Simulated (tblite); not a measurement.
C4H14B2NP.
Atom-mapped SMILES: `[CH3:1][BH:2][NH:3][CH2:4][B:5]([PH2:6])[CH2:7][CH3:8]` (hydrogens: H9, H10, H11 on C1; H12 on B2; H13 on N3; H14, H15 on C4; H16, H17 on P6; H18, H19 on C7; H20, H21, H22 on C8)

Computed with GFN2-xTB (tblite), gas phase: L-BFGS steps from a force-field or distance-geometry start until the largest atomic force falls under 0.01 eV/Å.

Step 123: E = -642.4469 eV
```
atom  x, y, z in Å  |  force x, y, z in eV/Å
C1      3.9103    0.5609    0.0008    0.051   0.004   0.036
B2      2.6038    0.3108   -0.8636    0.093  -0.041   0.044
N3      1.3769    0.2184   -0.2414    0.025   0.001   0.042
C4      0.0716    0.1454   -0.8755    0.002   0.007  -0.042
B5     -1.0795   -0.6343   -0.1273   -0.031   0.040   0.035
P6     -0.8056   -1.4082    1.5684    0.063  -0.019  -0.016
C7     -2.5496   -0.4662   -0.6944   -0.023   0.008  -0.012
C8     -3.1581    0.8164   -0.0989   -0.019  -0.030  -0.008
H9      4.8018    0.1493   -0.4671   -0.003  -0.011   0.025
H10     4.0871    1.6326    0.1099   -0.018  -0.044  -0.020
H11     3.8435    0.1516    1.0076   -0.011   0.004  -0.003
H12     2.6642    0.2165   -2.0317   -0.069   0.029  -0.048
H13     1.3130    0.2989    0.7656   -0.030   0.020   0.011
H14     0.2181   -0.2604   -1.8822   -0.014   0.012  -0.022
H15    -0.2911    1.1744   -1.0391   -0.002   0.010  -0.050
H16     0.3421   -2.1223    1.2831    0.019   0.004   0.014
H17    -1.6577   -2.4902    1.4502   -0.001  -0.005   0.008
H18    -3.2150   -1.2925   -0.4305    0.039  -0.017  -0.041
H19    -2.5621   -0.3695   -1.7829   -0.024  -0.031   0.021
H20    -3.1981    0.7455    0.9868    0.007   0.018  -0.005
H21    -4.1693    0.9588   -0.4744    0.012   0.046   0.016
H22    -2.5568    1.6836   -0.3655   -0.067  -0.006   0.014
```

Step 124: E = -642.4489 eV
```
atom  x, y, z in Å  |  force x, y, z in eV/Å
C1      3.9130    0.5491   -0.0006    0.046   0.005   0.051
B2      2.6068    0.2966   -0.8651    0.138  -0.027   0.017
N3      1.3796    0.2312   -0.2429   -0.001  -0.033   0.061
C4      0.0741    0.1580   -0.8739   -0.033   0.009  -0.053
B5     -1.0767   -0.6243   -0.1282   -0.041   0.029   0.083
P6     -0.7990   -1.3963    1.5703    0.040   0.000  -0.047
C7     -2.5464   -0.4613   -0.7004   -0.014  -0.012  -0.004
C8     -3.1731    0.8078   -0.0935   -0.014  -0.047  -0.048
H9      4.8057    0.1379   -0.4673   -0.009   0.002   0.039
H10     4.0853    1.6216    0.1100   -0.006  -0.053  -0.034
H11     3.8443    0.1421    1.0076   -0.004  -0.003  -0.024
H12     2.6673    0.1821   -2.0321   -0.067   0.032  -0.035
H13     1.3177    0.3201    0.7632   -0.034   0.034   0.024
H14     0.2178   -0.2469   -1.8812   -0.006   0.021  -0.030
H15    -0.2903    1.1871   -1.0338   -0.004   0.011  -0.056
H16     0.3541   -2.1017    1.2849    0.009  -0.005   0.012
H17    -1.6470   -2.4827    1.4535    0.017   0.001   0.005
H18    -3.2066   -1.2973   -0.4512    0.058  -0.004  -0.037
H19    -2.5505   -0.3557   -1.7887   -0.036  -0.013   0.039
H20    -3.2196    0.7245    0.9906    0.015   0.016   0.003
H21    -4.1828    0.9412   -0.4745   -0.013   0.045   0.016
H22    -2.5842    1.6863   -0.3488   -0.041  -0.008   0.020
```

**Question.** Estimate the geometry and energy of step 125. (The exact step hangs on the optimiser's Hessian estimate; all steps are aligned on step 124, rigid shifts and turns removed.)

**Answer.** E = -642.4519 eV, largest force 0.124 eV/Å
```
atom  x, y, z in Å  |  force x, y, z in eV/Å
C1      3.9165    0.5267   -0.0020    0.029  -0.006   0.059
B2      2.6131    0.2714   -0.8681    0.046  -0.001   0.049
N3      1.3827    0.2526   -0.2458    0.067  -0.073   0.047
C4      0.0770    0.1802   -0.8743   -0.062   0.020  -0.032
B5     -1.0723   -0.6062   -0.1293   -0.036   0.017   0.117
P6     -0.7870   -1.3757    1.5718    0.010  -0.001  -0.081
C7     -2.5409   -0.4531   -0.7092    0.007  -0.023   0.022
C8     -3.1983    0.7923   -0.0856   -0.003  -0.025  -0.045
H9      4.8108    0.1149   -0.4639    0.008   0.022   0.045
H10     4.0795    1.6003    0.1087    0.028  -0.049  -0.043
H11     3.8426    0.1228    1.0070    0.006  -0.013  -0.020
H12     2.6729    0.1295   -2.0322   -0.066   0.024  -0.026
H13     1.3220    0.3607    0.7589   -0.028   0.045   0.000
H14     0.2184   -0.2237   -1.8813    0.001   0.020  -0.056
H15    -0.2873    1.2098   -1.0299   -0.016   0.011  -0.063
H16     0.3801   -2.0640    1.2942   -0.029  -0.002   0.003
H17    -1.6243   -2.4727    1.4545    0.055   0.023   0.006
H18    -3.1918   -1.3023   -0.4824    0.068  -0.023  -0.025
H19    -2.5331   -0.3332   -1.7959   -0.052   0.015   0.036
H20    -3.2568    0.6874    0.9973    0.028   0.020  -0.038
H21    -4.2058    0.9111   -0.4763   -0.033   0.045   0.016
H22    -2.6286    1.6906   -0.3184   -0.030  -0.045   0.030
```

The energy changes by -0.0030 eV. The first-order estimate −F·Δx gives -0.0044 eV and the mean of the old and new forces, exact on a quadratic surface, -0.0029 eV. The step makes an angle of 84° with the force vector and moves no atom by more than 0.054 Å.

What follows is the cost of the whole relaxation. On Arm Neoverse V1, one thread, no GPU, shared host with 32 logical CPUs at a one-minute load of 6.6, this took 2.1 s.
